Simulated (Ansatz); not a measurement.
Start from `[F][GeH]([F])[GeH3]` and change one atom or group to get `[OH][GeH]([F])[F]`.

Ansatz, PBE0-D4/def2-TZVP geometries, multiplicity 1. Each molecule was computed in one conformer, which needn't be the lowest.

Scalar relativity is left out up to krypton.

| property | `[F][GeH]([F])[GeH3]` |
| --- | --- |
| ideal-gas entropy at 298 K and 1 bar (rigid rotor, harmonic PBE0-D4/def2-TZVP) / J/(mol·K) | 362 |
| HOMO energy (ωB97M-V/def2-TZVPP) / eV | -10.78 |
| HOMO energy (B3LYP/def2-TZVPP) / eV | -8.51 |
| zero-point energy (PBE0-D4/def2-TZVP) / kJ/mol | 94.8 |
| LUMO energy (PBE0/def2-TZVPP) / eV | -0.43 |
| HOMO–LUMO gap (B3LYP/def2-TZVPP) / eV | 7.86 |

(1) Give the same properties after the change, and the shifts. (Estimate.)

## Answers

(1) Ansatz gave: 
| property | `[OH][GeH]([F])[F]` | shift |
| --- | --- | --- |
| ideal-gas entropy at 298 K and 1 bar (rigid rotor, harmonic PBE0-D4/def2-TZVP) / J/(mol·K) | 314 | -48 |
| HOMO energy (ωB97M-V/def2-TZVPP) / eV | -12.56 | -1.78 |
| HOMO energy (B3LYP/def2-TZVPP) / eV | -9.77 | -1.26 |
| zero-point energy (PBE0-D4/def2-TZVP) / kJ/mol | 69.8 | -25.0 |
| LUMO energy (PBE0/def2-TZVPP) / eV | -0.15 | 0.28 |
| HOMO–LUMO gap (B3LYP/def2-TZVPP) / eV | 9.20 | 1.34 |

With PBE0 the HOMO falls by 1.34 eV and the LUMO rises by 0.28 eV, so the gap widens by about 1.62 eV. PBE moves the HOMO by -0.78 eV and ωB97M-V by -1.78 eV. The zero-point energy changes by -25.0 kJ/mol with -6 modes.

B3LYP here is the variant with VWN-RPA as its local correlation; programs differ in this.
